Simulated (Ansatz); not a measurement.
Basis sets compared for `CN(C)c1ccc(-c2ccc(-c3ccc(-c4ccc(-c5ccc(-c6ccc(C#N)cc6)cc5)cc4)cc3)cc2)cc1`. The state is a singlet with charge 0. Geometry r2SCAN-D4/def2-SVP. Ansatz on 2 threads of AMD EPYC 7R13 on a shared host and a share (18 GiB) of an NVIDIA H100 80GB HBM3; times are rough, and most runs start from earlier orbitals.

Cartesian coordinates in Å:
```
C 7.739 6.552 -8.137
N 6.423 6.971 -7.712
C 5.867 8.215 -8.191
C 5.697 6.182 -6.847
C 4.392 6.547 -6.432
C 3.670 5.745 -5.555
C 4.186 4.539 -5.043
C 3.411 3.696 -4.115
C 3.556 2.294 -4.098
C 2.825 1.498 -3.221
C 1.909 2.063 -2.311
C 1.135 1.219 -1.378
C 0.711 -0.074 -1.741
C -0.021 -0.868 -0.861
C -0.361 -0.410 0.426
C -1.135 -1.253 1.361
C -2.124 -2.141 0.896
C -2.857 -2.931 1.778
C -2.633 -2.875 3.167
C -3.410 -3.712 4.103
C -4.757 -4.036 3.847
C -5.490 -4.824 4.729
C -4.912 -5.324 5.912
C -5.691 -6.156 6.851
C -5.464 -6.089 8.241
C -6.194 -6.870 9.130
C -7.184 -7.749 8.649
C -7.938 -8.555 9.557
N -8.554 -9.212 10.298
C -7.422 -7.827 7.262
C -6.685 -7.041 6.384
C -3.566 -5.000 6.170
C -2.832 -4.215 5.285
C -1.641 -1.990 3.632
C -0.912 -1.196 2.751
C 0.065 0.882 0.790
C 0.792 1.677 -0.091
C 1.762 3.463 -2.326
C 2.493 4.258 -3.204
C 5.482 4.180 -5.462
C 6.224 4.970 -6.334
H 8.143 7.289 -8.842
H 7.717 5.571 -8.648
H 8.446 6.470 -7.289
H 6.600 8.715 -8.836
H 4.944 8.060 -8.782
H 5.619 8.904 -7.362
H 3.928 7.461 -6.807
H 2.655 6.053 -5.284
H 4.244 1.817 -4.803
H 2.980 0.416 -3.227
H 0.943 -0.457 -2.739
H -0.319 -1.874 -1.171
H -2.336 -2.198 -0.175
H -3.607 -3.621 1.380
H -5.249 -3.629 2.959
H -6.545 -5.023 4.518
H -4.720 -5.391 8.632
H -6.014 -6.799 10.206
H -8.182 -8.516 6.885
H -6.861 -7.133 5.309
H -3.074 -5.405 7.059
H -1.778 -4.018 5.495
H -1.453 -1.907 4.706
H -0.139 -0.531 3.145
H -0.197 1.278 1.775
H 1.120 2.670 0.231
H 1.046 3.936 -1.647
H 2.365 5.344 -3.172
H 5.940 3.267 -5.069
H 7.229 4.645 -6.606
```

Single mean-field runs in def2-SVP, def2-mTZVP are fitted with def2-universal-jkfit.

Binding counts from free atoms (C triplet, N quartet, H doublet) in the same basis, without a counterpoise term.

```json
{"level": "HF/STO-3G", "functions": "235", "energy (Eh)": "-1583.6827", "HOMO (eV)": "-5.02", "LUMO (eV)": "4.52", "binding per atom (eV)": "4.41", "wall time": "5.5 s"}
{"level": "HF/def2-SVP (with forces)", "functions": "724", "energy (Eh)": "-1602.0713", "HOMO (eV)": "-6.95", "LUMO (eV)": "1.22", "binding per atom (eV)": "3.93", "wall time": "12 s"}
{"level": "r2SCAN-D4/def2-SVP (with forces)", "functions": "724", "energy (Eh)": "-1611.6808", "HOMO (eV)": "-4.64", "LUMO (eV)": "-2.67", "binding per atom (eV)": "5.35", "wall time": "17 s"}
```

**Question.** Estimate the rows for r2SCAN-D4/def2-mTZVP.

**Answer.** 
```tsv
level	functions	energy (Eh)	HOMO (eV)	LUMO (eV)	binding per atom (eV)	wall time
r2SCAN-D4/def2-mTZVP	869	-1613.2757	-4.64	-2.68	5.23	16 s
```
